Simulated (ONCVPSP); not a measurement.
**Cl, ONCV: configuration errors across variants**

chlorine, optimised norm-conserving Vanderbilt (ONCV), made with ONCVPSP 4.0.1 (BLYP, scalar-relativistic). Core [Ne], reference 3s2 3p5. Waves: 3s: rc 1.15 bohr, ncon 4, nbas 8, qcut 6.2 1/bohr, 2 projectors, debl 1.5 Ha; 3p: rc 1.55 bohr, ncon 5, nbas 9, qcut 5.8 1/bohr, 2 projectors, debl 4 Ha. Local part: polynomial inside 0.80 bohr (lpopt 5, dvloc0 0 Ha). Core correction: none.

All-electron excitation energies from the reference (eV): (1) 3s2 3p4 13.730; (2) 3s2 3p3 39.028; (3) 3s2 3p2 77.199; (4) 3s2 3p1 129.348.

2 further variants failed, have other tests or another functional or relativity, and are left out.

A true bound ghost makes a file unfit for plane-wave use even where its test errors are small: the radial tests pick states by their node count and pass the ghost by.

Errors AE − PS in meV (a dash: test not solved or not reliable):

| change | (1) | (2) | (3) | (4) | bound ghosts | GHOST(+) flags above zero |
| --- | --- | --- | --- | --- | --- | --- |
| base | +0.7 | +13 | +59 | +189 | none | s |
| s: qcut 7.1; p: qcut 6.6 | +0.7 | +13 | +60 | +189 | s | none |
| p: qcut 3.3 | +0.7 | +13 | +59 | +189 | none | s |
| local potential polynomial inside 0.80 bohr (lpopt 5, dvloc0 -2.5 Ha) | +0.7 | +13 | +60 | +189 | none | s |
| all radii scaled by about 1.29 (s 1.48, p 2.00 bohr); local potential polynomial inside 1.04 bohr (lpopt 5, dvloc0 0 Ha) | 0.0 | +6.9 | +37 | +129 | none | s |
| s: ncon 3, nbas 7 | +0.6 | +13 | +59 | +189 | none | s |

Problem. Give the same row for: p: nproj 1.

Solution. +3.8, +27, +91, +229; bound ghosts: none; GHOST(+) flags above zero: s.
